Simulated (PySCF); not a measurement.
Compound: C6H12N2Si.
Cartesian coordinates in Å at the GFN2-xTB level; atoms count from 1:
```
atom  x, y, z in Å
N1     5.0465   -1.7227   -0.3906
C2     4.3043   -0.8513   -0.3370
Si3    3.0828    0.5621   -0.2460
C4     1.4139   -0.1919    0.2844
N5     0.4344    0.8821    0.3339
C6    -0.8094    0.5584    1.0135
C7    -1.6725   -0.4761    0.3167
C8    -2.5123   -0.0600   -0.8539
C9    -3.1636   -0.4137    0.4483
H10    3.0099    1.1217   -1.6000
H11    3.5865    1.5164    0.7393
H12    1.1141   -1.0256   -0.3699
H13    1.5000   -0.6048    1.2940
H14    0.2273    1.1992   -0.6083
H15   -1.3722    1.4920    1.1112
H16   -0.5508    0.2102    2.0190
H17   -1.2298   -1.4647    0.2761
H18   -2.4981    0.9805   -1.1456
H19   -2.6190   -0.7403   -1.6852
H20   -3.5869    0.3851    1.0383
H21   -3.7141   -1.3397    0.5159
```

Computed at PBE0/pcSseg-1 (PySCF, non-relativistic), with Q(14N) = 0.02044 b: N1, 14N (I = 1): χzz = -5.539 MHz, η = 0.006; N5, 14N (I = 1): χzz = -6.082 MHz, η = 0.151.

Task: Find the zero-field quadrupole resonance frequencies of 14N at N1.

Result: From ν± = (3/4)|χ|(1 ± η/3) and ν0 = |χ|η/2: ν+ 4.163 MHz, ν− 4.145 MHz, ν0 0.018 MHz (cyano nitrogen).

Task: Where would the pure quadrupole (NQR) lines of 14N at N5 fall for the rigid, isolated species?

Result: From ν± = (3/4)|χ|(1 ± η/3) and ν0 = |χ|η/2: ν+ 4.791 MHz, ν− 4.332 MHz, ν0 0.459 MHz (secondary amine nitrogen).

In a crystal, neighbours and librations shift these lines. GFN2-xTB bond lengths can be off by several hundredths of an ångström, more for odd bonds, and the gradients follow them. These gradients aren't converged with respect to the basis.

One conformer stands for the species.
